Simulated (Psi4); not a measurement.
C$_{4}$H$_{10}$O, charge +1, doublet, at a GFN2-xTB geometry (a state made from the parent by changing its charge; the spin is typed, not shown lowest); MP2/cc-pVDZ (Psi4 1.11).

Here is a job for Psi4.
```
memory 2 GB

molecule {
1 2
C    -0.13363712   -1.41754127   -0.60526371
C    -0.06511180   -0.06443955    0.04586154
C    -0.37259502    1.10974039   -0.96077782
C     1.40168588    0.33293502    0.46677163
O    -0.86078172    0.11297310    1.13132801
H     0.52990098   -1.47886882   -1.46333734
H     0.14109790   -2.20764778    0.09730148
H    -1.14863080   -1.64298624   -0.94038737
H    -0.32347489    2.07647378   -0.46697599
H     0.31594196    1.08007608   -1.79774213
H    -1.39924527    0.94557658   -1.29209326
H     2.05964109    0.31665984   -0.39479814
H     1.70328719   -0.41275618    1.20413973
H     1.42560446    1.31070200    0.94029682
H    -1.39992054   -0.65518153    1.38342231
}

set {
  basis cc-pvdz
  reference uhf
  puream true
}

energy('mp2')
print_variables()
```

The log (banner, timings and long lists left out):

```
    SCF Algorithm Type (re)set to DF.

   => Loading Basis Set <=

    Name: CC-PVDZ
    Role: ORBITAL
    Keyword: BASIS

         ---------------------------------------------------------
                                   SCF
               by Justin Turney, Rob Parrish, Andy Simmonett
                          and Daniel G. A. Smith
                              UHF Reference
         ---------------------------------------------------------

  ==> Geometry <==

    Molecular point group: c1
    Full point group: C1

    Geometry (in Angstrom), charge = 1, multiplicity = 2:

       Center              X                  Y                   Z               Mass
    ------------   -----------------  -----------------  -----------------  -----------------
         C           -0.108190329434    -1.426480420248    -0.641755427616    12.000000000000
         C           -0.039665009434    -0.073378700248     0.009369822384    12.000000000000
         C           -0.347148229434     1.100801239752    -0.997269537616    12.000000000000
         C            1.427132670566     0.323995869752     0.430279912384    12.000000000000
         O           -0.835334929434     0.104033949752     1.094836292384    15.994914619570
         H            0.555347770566    -1.487807970248    -1.499829057616     1.007825032230
         H            0.166544690566    -2.216586930248     0.060809762384     1.007825032230
         H           -1.123184009434    -1.651925390248    -0.976879087616     1.007825032230
         H           -0.298028099434     2.067534629752    -0.503467707616     1.007825032230
         H            0.341388750566     1.071136929752    -1.834233847616     1.007825032230
         H           -1.373798479434     0.936637429752    -1.328584977616     1.007825032230
         H            2.085087880566     0.307720689752    -0.431289857616     1.007825032230
         H            1.728733980566    -0.421695330248     1.167648012384     1.007825032230
         H            1.451051250566     1.301762849752     0.903805102384     1.007825032230
         H           -1.374473749434    -0.664120680248     1.346930592384     1.007825032230

  Running in c1 symmetry.

  Rotational constants: A =      0.16506  B =      0.15136  C =      0.15078 [cm^-1]
  Rotational constants: A =   4948.30054  B =   4537.72015  C =   4520.25978 [MHz]
  Nuclear repulsion =  200.278209877592758

  Charge       = 1
  Multiplicity = 2
  Electrons    = 41
  Nalpha       = 21
  Nbeta        = 20

  ==> Algorithm <==

  SCF Algorithm Type is DF.
  DIIS enabled.
  MOM disabled.
  Fractional occupation disabled.
  Guess Type is SAD.
  Energy threshold   = 1.00e-08
  Density threshold  = 1.00e-08
  Integral threshold = 1.00e-12

  ==> Primary Basis <==

  Basis Set: CC-PVDZ
    Blend: CC-PVDZ
    Number of shells: 60
    Number of basis functions: 120
    Number of Cartesian functions: 125
    Spherical Harmonics?: true
    Max angular momentum: 2

   => Loading Basis Set <=

    Name: (CC-PVDZ AUX)
    Role: JKFIT
    Keyword: DF_BASIS_SCF

  ==> Integral Setup <==

  SCF_SUBTYPE=INCORE selected. In-core MEM_DF algorithm will be used.
  Using in-core AOs.

  ==> MemDFJK: Density-Fitted J/K Matrices <==

    J tasked:                   Yes
    K tasked:                   Yes
    wK tasked:                   No
    Algorithm:                 Core
    Schwarz Cutoff:           1E-12
    Mask sparsity (%):       0.0000
    Fitting Condition:        1E-10

   => Auxiliary Basis Set <=

  Basis Set: (CC-PVDZ AUX)
    Blend: CC-PVDZ-JKFIT
    Number of shells: 210
    Number of basis functions: 580
    Number of Cartesian functions: 655
    Spherical Harmonics?: true
    Max angular momentum: 3

  Minimum eigenvalue in the overlap matrix is 3.8759704334E-03.
  Reciprocal condition number of the overlap matrix is 6.1917390869E-04.
    Using symmetric orthogonalization.

  ==> Pre-Iterations <==

  SCF Guess: Superposition of Atomic Densities via on-the-fly atomic UHF (no occupation information).

   -------------------------
    Irrep   Nso     Nmo
   -------------------------
     A        120     120
   -------------------------
    Total     120     120
   -------------------------

  ==> Iterations <==

                           Total Energy        Delta E     RMS |[F,P]|

   @DF-UHF iter SAD:  -231.49445416507226   -2.31494e+02   0.00000e+00
   @DF-UHF iter   1:  -231.68952330324333   -1.95069e-01   3.71733e-03 ADIIS/DIIS
   @DF-UHF iter   2:  -231.81345164439495   -1.23928e-01   1.35169e-03 ADIIS/DIIS
   @DF-UHF iter   3:  -231.82796197268348   -1.45103e-02   4.51553e-04 ADIIS/DIIS
   @DF-UHF iter   4:  -231.83087495288393   -2.91298e-03   2.17424e-04 ADIIS/DIIS
   @DF-UHF iter   5:  -231.83140379709005   -5.28844e-04   9.05834e-05 DIIS
   @DF-UHF iter   6:  -231.83177665797470   -3.72861e-04   7.39263e-05 DIIS
   @DF-UHF iter   7:  -231.83201942792834   -2.42770e-04   6.40762e-05 DIIS
   @DF-UHF iter   8:  -231.83229213456531   -2.72707e-04   5.96915e-05 DIIS
   @DF-UHF iter   9:  -231.83267511905490   -3.82984e-04   5.39592e-05 DIIS
   @DF-UHF iter  10:  -231.83341503529377   -7.39916e-04   3.90667e-05 DIIS
   @DF-UHF iter  11:  -231.83384668533503   -4.31650e-04   2.02365e-05 DIIS
   @DF-UHF iter  12:  -231.83391296035103   -6.62750e-05   1.52940e-05 DIIS
   @DF-UHF iter  13:  -231.83392576084128   -1.28005e-05   2.24291e-05 DIIS
   @DF-UHF iter  14:  -231.83393476354473   -9.00270e-06   9.39239e-06 DIIS
   @DF-UHF iter  15:  -231.83394028169866   -5.51815e-06   1.34794e-06 DIIS
   @DF-UHF iter  16:  -231.83394032036688   -3.86682e-08   7.99462e-07 DIIS
   @DF-UHF iter  17:  -231.83394033667076   -1.63039e-08   1.98941e-07 DIIS
   @DF-UHF iter  18:  -231.83394033755184   -8.81073e-10   6.41490e-08 DIIS
   @DF-UHF iter  19:  -231.83394033745913    9.27116e-11   6.40799e-08 DIIS
   @DF-UHF iter  20:  -231.83394033767479   -2.15664e-10   1.04873e-08 DIIS
   @DF-UHF iter  21:  -231.83394033767775   -2.95586e-12   3.97697e-09 DIIS
  Energy and wave function converged.

  ==> Post-Iterations <==

   @Spin Contamination Metric:   2.315525440E-02
   @S^2 Expected:                7.500000000E-01
   @S^2 Observed:                7.731552544E-01
   @S   Expected:                5.000000000E-01
   @S   Observed:                5.000000000E-01

    Orbital Energies [Eh]
    ---------------------

    Alpha Occupied:

[...]
    Alpha Virtual:

[...]
    Beta Occupied:

[...]
    Beta Virtual:

[...]
     120A      3.837301

    Final Occupation by Irrep:
              A
    DOCC [    20 ]
    SOCC [     1 ]
    NA   [    21 ]
    NB   [    20 ]

  @DF-UHF Final Energy:  -231.83394033767775

   => Energetics <=

    Nuclear Repulsion Energy =            200.2782098775927579
    One-Electron Energy =                -701.4169810419286932
    Two-Electron Energy =                 269.3048308266581898
    Total Energy =                       -231.8339403376777454

  UHF NO Occupations:
  HONO-2 :   19  A 1.9983754
  HONO-1 :   20  A 1.9922656
  HONO-0 :   21  A 1.0000000
  LUNO+0 :   22  A 0.0077344
  LUNO+1 :   23  A 0.0016246
  LUNO+2 :   24  A 0.0011256
  LUNO+3 :   25  A 0.0005042

Computation Completed

Properties will be evaluated at   0.000000,   0.000000,   0.000000 [a0]

Properties computed using the SCF density matrix

 Multipole Moments:

 ------------------------------------------------------------------------------------
     Multipole            Electronic (a.u.)      Nuclear  (a.u.)        Total (a.u.)
 ------------------------------------------------------------------------------------

 L = 1.  Multiply by 2.5417464519 to convert [e a0] to [Debye]
 Dipole X            :         -2.4192457            2.0196735           -0.3995722
 Dipole Y            :          0.3095560           -0.7094868           -0.3999308
 Dipole Z            :          3.1752918           -2.8962927            0.2789991
 Magnitude           :                                                    0.6304309

 ------------------------------------------------------------------------------------

  //>>>>>>>>>>>>>>>>>>>>>>>>>>>>>>>>>>>//
  //               DFMP2               //
  //<<<<<<<<<<<<<<<<<<<<<<<<<<<<<<<<<<<//

   => Loading Basis Set <=

    Name: (CC-PVDZ AUX)
    Role: RIFIT
    Keyword: DF_BASIS_MP2

	 --------------------------------------------------------
	                          DF-MP2
	      2nd-Order Density-Fitted Moller-Plesset Theory

	        Rob Parrish, Justin Turney, Andy Simmonett,
	           Ed Hohenstein, and C. David Sherrill
	 --------------------------------------------------------

	 --------------------------------------------------------
	                 NBF =   120, NAUX =   420
	 --------------------------------------------------------
	   CLASS    FOCC     OCC    AOCC    AVIR     VIR    FVIR
	   ALPHA       0      21      21      99      99       0
	    BETA       0      20      20     100     100       0
	 --------------------------------------------------------

	-----------------------------------------------------------
	 ==================> DF-MP2 Energies <====================
	-----------------------------------------------------------
	 Reference Energy          =    -231.8339403376777454 [Eh]
	 Singles Energy            =      -0.0000000000000000 [Eh]
	 Same-Spin Energy          =      -0.1835247340980137 [Eh]
	 Opposite-Spin Energy      =      -0.5773989861802037 [Eh]
	 Correlation Energy        =      -0.7609237202782174 [Eh]
	 Total Energy              =    -232.5948640579559594 [Eh]
	-----------------------------------------------------------
	 ================> DF-SCS-MP2 Energies <==================
	-----------------------------------------------------------
	 SCS Same-Spin Scale       =       0.3333333333333333 [-]
	 SCS Opposite-Spin Scale   =       1.2000000000000000 [-]
	 SCS Same-Spin Energy      =      -0.0611749113660046 [Eh]
	 SCS Opposite-Spin Energy  =      -0.6928787834162444 [Eh]
	 SCS Correlation Energy    =      -0.7540536947822490 [Eh]
	 SCS Total Energy          =    -232.5879940324599886 [Eh]
	-----------------------------------------------------------

  Variable Map:
  ----------------------------------------------------------------------------
[...]
  Array Variable Map:
  ----------------------------------------------------------------------------
[...]
[...]
```
